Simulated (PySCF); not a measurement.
C3H6NO, SMILES [N](C)C(C)=O, multiplicity 2. Atoms are numbered in the order given.

```xyz
11

C      1.9201     0.1934     0.1188
N      0.5859     0.5693     0.4849
C     -0.4710    -0.0769    -0.1245
C     -1.7307    -0.1827     0.6989
O     -0.3936    -0.4168    -1.3036
H      2.4831     1.0843    -0.2082
H      2.4298    -0.1699     1.0320
H      1.9533    -0.5851    -0.6620
H     -2.4339    -0.8689     0.2101
H     -2.1931     0.8135     0.7845
H     -1.5018    -0.5268     1.7192
```
Charge 0, spin multiplicity 2.

The structure is a stationary point at TPSSh-D3(BJ)/def2-SVP. The isomer is the one that the SMILES or the coordinates give; other isomers of the formula were not compared.

All values below come from PySCF with CAM-B3LYP/def2-TZVP.

ESP charges are fitted to the potential on shells at 1.4 to 2.0 van der Waals radii. Atomic charges (e):

| atom | Löwdin | Mulliken | ESP fit | meta-Löwdin | Mulliken spin |
|---|---|---|---|---|---|
| C1 | -0.34 | -0.27 | -0.11 | -0.23 | -0.05 |
| N2 | 0.17 | -0.16 | -0.44 | -0.19 | 0.82 |
| C3 | -0.47 | 0.24 | 0.99 | 0.43 | -0.08 |
| C4 | -0.27 | -0.35 | -0.96 | -0.37 | 0.01 |
| O5 | 0.11 | -0.31 | -0.55 | -0.44 | 0.20 |
| H6 | 0.13 | 0.15 | 0.12 | 0.14 | 0.04 |
| H7 | 0.14 | 0.15 | 0.12 | 0.14 | 0.06 |
| H8 | 0.12 | 0.14 | 0.08 | 0.12 | 0.00 |
| H9 | 0.14 | 0.14 | 0.25 | 0.13 | 0.00 |
| H10 | 0.14 | 0.14 | 0.24 | 0.14 | 0.00 |
| H11 | 0.13 | 0.13 | 0.26 | 0.13 | 0.00 |

**Question.** Give the Mayer and Wiberg (Löwdin basis) orders of the bonds. (Estimate from the structure and the level; the computed values follow.)

**Answer.** 
```json
[
 {"bond": "C1–N2", "Mayer": "0.98", "Wiberg": "1.49"},
 {"bond": "N2–C3", "Mayer": "1.18", "Wiberg": "1.61"},
 {"bond": "C3–C4", "Mayer": "0.96", "Wiberg": "1.25"},
 {"bond": "C3–O5", "Mayer": "1.99", "Wiberg": "2.55"},
 {"bond": "C1–H6", "Mayer": "0.95", "Wiberg": "0.90"},
 {"bond": "C1–H7", "Mayer": "0.94", "Wiberg": "0.89"},
 {"bond": "C1–H8", "Mayer": "0.96", "Wiberg": "0.91"},
 {"bond": "C4–H9", "Mayer": "0.98", "Wiberg": "0.90"},
 {"bond": "C4–H10", "Mayer": "0.95", "Wiberg": "0.88"},
 {"bond": "C4–H11", "Mayer": "0.96", "Wiberg": "0.89"}
]
```
